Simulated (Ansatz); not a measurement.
trans-ethylamine (C2H7N), singlet, geometry from GFN2-xTB. Base run: PBE/6-31G run with Ansatz (an electronic-structure program).

Input for Ansatz:
Ansatz 0.2 input:
```yaml
crystal:
  periodic: [false, false, false]
  atoms:
    - {symbol: C, position_ang: [1.21347580, -0.33489211, -0.00053948]}
    - {symbol: C, position_ang: [-0.01511352, 0.57959694, -0.00065065]}
    - {symbol: N, position_ang: [-1.29044637, -0.11469946, 0.00111158]}
    - {symbol: H, position_ang: [2.12582993, 0.25587901, -0.00190763]}
    - {symbol: H, position_ang: [1.21478843, -0.97056086, 0.88382899]}
    - {symbol: H, position_ang: [1.21344556, -0.97257980, -0.88345425]}
    - {symbol: H, position_ang: [0.00625613, 1.22117055, -0.88594093]}
    - {symbol: H, position_ang: [0.00760037, 1.22319154, 0.88313798]}
    - {symbol: H, position_ang: [-1.36186295, -0.71028181, 0.82013011]}
    - {symbol: H, position_ang: [-1.36310650, -0.71215141, -0.81643455]}
basis:
  gaussian:
    orbitals: 6-31G
hamiltonian:
  xc: pbe
```

The bond that is stretched is that between atoms 8 and 2. A test that says stable can miss a lower solution.

The base run was repeated with changes; each row names its change, and settings that it needs were set with it.

```csv
change,ΔE vs base (mEh),<S^2>,stability test says
base,0.000,0.000,minimum (restricted orbitals)
spin_polarized = on; lower_state_search = off,0.000,0.000,undecided (no full test)
spin_polarized = on; lower_state_search = standard,0.000,0.000,minimum
bond × 1.25,24.125,0.000,minimum (restricted orbitals)
spin_polarized = on; lower_state_search = off; bond × 1.25,24.125,0.000,undecided (no full test)
spin_polarized = on; lower_state_search = standard; bond × 1.25,24.125,0.000,minimum
bond × 1.5,66.172,0.000,minimum (restricted orbitals)
spin_polarized = on; lower_state_search = off; bond × 1.5,66.172,0.000,undecided (no full test)
spin_polarized = on; lower_state_search = standard; bond × 1.5,66.172,0.000,minimum
bond × 1.8,111.5,0.000,minimum (restricted orbitals)
spin_polarized = on; lower_state_search = off; bond × 1.8,111.5,0.000,undecided (no full test)
spin_polarized = on; lower_state_search = standard; bond × 1.8,111.5,0.000,minimum
bond × 2.2,155.4,0.000,minimum (restricted orbitals)
spin_polarized = on; lower_state_search = off; bond × 2.2,155.4,0.000,undecided (no full test)
spin_polarized = on; lower_state_search = standard; bond × 2.2,152.6,0.437,minimum
bond × 3.0,201.5,0.000,minimum (restricted orbitals)
spin_polarized = on; lower_state_search = off; bond × 3.0,201.5,0.000,undecided (no full test)
spin_polarized = on; lower_state_search = standard; bond × 3.0,170.5,0.970,minimum
```

Where a bond breaks into two radicals, a solution with restricted orbitals usually stops being the lowest and lies too high; an unrestricted one lies lower at the price of spin contamination, which <S^2> shows.
